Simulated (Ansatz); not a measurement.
Single points on the cluster B₃F₃.

```yaml
crystal:
  periodic: [false, false, false]
  atoms:
    - {symbol: B, position_ang: [-0.210994, 0.472461, -0.956028]}
    - {symbol: B, position_ang: [-0.009057, -0.071296, 1.084669]}
    - {symbol: B, position_ang: [0.421387, -0.768218, -0.246384]}
    - {symbol: F, position_ang: [-0.786642, 1.574821, -1.276138]}
    - {symbol: F, position_ang: [1.047040, -1.908026, -0.612104]}
    - {symbol: F, position_ang: [-0.461735, 0.700248, 2.005995]}
basis:
  gaussian: {orbitals: def2-SVP, initial_orbitals: start.molden}
hamiltonian: {xc: pbe, dispersion: d4}
scf: {omitted_lower_state_checks: [starts]}
output: {orbitals: {seedname: orbitals}}
```

The file start.molden holds the orbitals of an earlier run on this structure, at another level or in another basis.

```sh
$ ansatz run in.yaml --threads 4 --pin off --events-out ev --progress --plain --max-ram 4787MiB
```

Shortened log:

```
Functional definition: PBE
906 factors; their error is unknown
mean field evaluation 1: about -10161.4174 eV, gradient 1.1e1 eV
mean field evaluation 2: about -10161.7151 eV, gradient 2.2e-1 eV
mean field evaluation 4: about -10161.6734 eV, gradient 2.6e-4 eV
mean field -10161.67343977 eV, -373.4346110820 hartree, gradient 2.2e-5 eV, S^2 0.000000; 0 other end points of the search recorded, 0 dependent functions left out
reference -10161.67346955 eV, -373.4346121764 hartree; 21, 21 occupied and 63, 63 virtual orbitals, 906 factors
Total energy: -10161.78897391 eV, -373.4388568832 hartree
Checks for a lower state left out: starts
```

It took 0.6 s on 4 threads of Arm Neoverse V1 on a shared host.

The first input with `gaussian: {orbitals: def2-TZVP, initial_orbitals: start.molden}`, `hamiltonian: {xc: pbe0, dispersion: d4}` (abridged; 1.9 s):

```
Functional definition: PBE0
mean field -10173.91968427 eV, -373.8846522663 hartree, gradient 8.1e-5 eV, S^2 0.000000
Total energy: -10174.01642144 eV, -373.8882072920 hartree
Checks for a lower state left out: starts
```

First input, but with `gaussian: {orbitals: def2-TZVP, initial_orbitals: start.molden}`, `hamiltonian: {xc: {name: revPBE}, dispersion: d4}` (abridged; 1.1 s):

```
Functional definition: revPBE
mean field -10181.31593071 eV, -374.1564593097 hartree, gradient 1.3e-5 eV, S^2 0.000000
Total energy: -10181.67575078 eV, -374.1696824536 hartree
Checks for a lower state left out: starts
```

The first input with `gaussian: {orbitals: def2-TZVPP, initial_orbitals: start.molden}`, `correlation: {method: ccsd_t}` and without the key `hamiltonian` (abridged; 56 s):

```
Functional definition: HF
mean field evaluation 16: about -10134.7131 eV, gradient 1.9e-1 eV
mean field -10137.75259385 eV, -372.5555362086 hartree, gradient 4.7e-6 eV, S^2 0.000000; 1 other end points of the search recorded, 0 dependent functions left out; unrestricted orbitals would lower it
mean field evaluation 32: about -10137.7977 eV, gradient 7.2e-1 eV
determinant -10137.75259385 eV, -372.5555362086 hartree, with singles and doubles -10165.70598942 eV, -373.5828045482 hartree
determinant -10134.71398526 eV, -372.4438694023 hartree, with singles and doubles -10162.62427835 eV, -373.4695537552 hartree
6 core orbitals not correlated: weight in the atoms' cores, before any rotation towards them, 1.000 or more for the frozen orbitals, at most 0.000 for the correlated occupied ones
second order -27.58516213 eV of doubles, -0.00000000 eV of singles
cycle   1  -27.85817875 eV  change    -2.9e0 eV  update   2.8e-2
cycle   2  -27.92261922 eV  change   -6.4e-2 eV  update   5.7e-3
cycle   3  -27.92018850 eV  change    2.4e-3 eV  update   2.6e-3
cycle   4  -27.91961779 eV  change    5.7e-4 eV  update   7.9e-4
cycle   5  -27.91933279 eV  change    2.8e-4 eV  update   3.1e-4
cycle   6  -27.91953594 eV  change   -2.0e-4 eV  update   9.2e-5
cycle   7  -27.91961151 eV  change   -7.6e-5 eV  update   3.4e-5
cycle   8  -27.91963143 eV  change   -2.0e-5 eV  update   1.1e-5
perturbative correction -1.07442293 eV, -0.0394843144 hartree
Total energy: -10166.74664821 eV, -373.6210480533 hartree
Checks for a lower state left out: starts
```

First input, but with `gaussian: {orbitals: def2-TZVP, initial_orbitals: start.molden}`, `hamiltonian: {xc: {name: B2PLYP}}` and without the key `output` (abridged; 3 s):

```
Functional definition: B2PLYP
mean field -10169.38342045 eV, -373.7179476460 hartree, gradient 4.0e-6 eV, S^2 0.000000
6 core orbitals not correlated: weight in the atoms' cores, before any rotation towards them, 1.000 or more for the frozen orbitals, at most 0.000 for the correlated occupied ones
second order -33.22710381 eV of doubles, -0.00000000 eV of singles
Total energy: -10178.35488942 eV, -374.0476430495 hartree
Checks for a lower state left out: starts
```

The first input with `gaussian: {orbitals: def2-TZVP, initial_orbitals: start.molden}`, `output: {forces: true, orbitals: {seedname: orbitals}}` (abridged; 1.4 s):

```
Functional definition: PBE
mean field -10173.83492024 eV, -373.8815372458 hartree, gradient 2.7e-5 eV, S^2 0.000000
Total energy: -10173.95046790 eV, -373.8857835441 hartree
Atom 0 force     0.252907    -0.487477     0.174731 eV/Å
Atom 1 force     0.192901    -0.325168    -0.434617 eV/Å
Atom 2 force    -0.200796     0.366435     0.116738 eV/Å
Atom 3 force    -0.231689     0.444343    -0.135296 eV/Å
Atom 4 force     0.167881    -0.306140    -0.097955 eV/Å
Atom 5 force    -0.181204     0.308007     0.376399 eV/Å
Dipole moment:    -0.183446     0.334378     0.107230 e Å
Checks for a lower state left out: starts
```

First input, but with `gaussian: {orbitals: def2-TZVP, initial_orbitals: start.molden}`, `correlation: {method: mp2}` and without the key `hamiltonian` (abridged; 1.8 s):

```
Functional definition: HF
mean field -10137.75259385 eV, -372.5555362086 hartree, gradient 4.7e-6 eV, S^2 0.000000; unrestricted orbitals would lower it
6 core orbitals not correlated: weight in the atoms' cores, before any rotation towards them, 1.000 or more for the frozen orbitals, at most 0.000 for the correlated occupied ones
second order -27.58516213 eV of doubles, -0.00000000 eV of singles
Total energy: -10165.33775598 eV, -373.5692722190 hartree
Checks for a lower state left out: starts
```

Geometry: PBE0-D4/def2-SVP.

Correlated methods freeze 6 core orbitals. The restricted singlet is unstable towards broken spin symmetry in Hartree–Fock (as tested in another run); at PBE-D4/def2-SVP, PBE0-D4/def2-TZVP, revPBE-D4/def2-TZVP, B2PLYP/def2-TZVP and others this wasn't settled. At CCSD(T)/def2-TZVPP, MP2/def2-TZVP the restricted singlet (for correlated methods, its reference) is unstable: a solution with broken spin symmetry lies lower. The structure comes from a short search, and lower isomers may exist.
